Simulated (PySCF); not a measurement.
## Electron correlation in Cu⁺ (copper, charge +1)

[Ar] 3d9 4p1, one real determinant (an excited configuration). All numbers are calculated (PySCF 2.14, the non-relativistic Hamiltonian (point nucleus), in def2-QZVPPD (11s6p5d4f2g, 100 functions)). Frozen: [Ar]; 10 electrons correlated.

```json
{"level": "CCSD", "correlation energy (mhartree)": "-334.86"}
{"level": "(T)", "correlation energy (mhartree)": "-9.55"}
{"level": "CCSD(T)", "correlation energy (mhartree)": "-344.41"}
```

Diagnostics: T1 = 0.013, D1 = 0.0423, largest double amplitude 0.026.

Problem. Is a single reference adequate?

Solution. Yes: T1 lies below 0.03 and no double amplitude reaches 0.07.

The reference is one real determinant that mixes LS terms of this configuration.
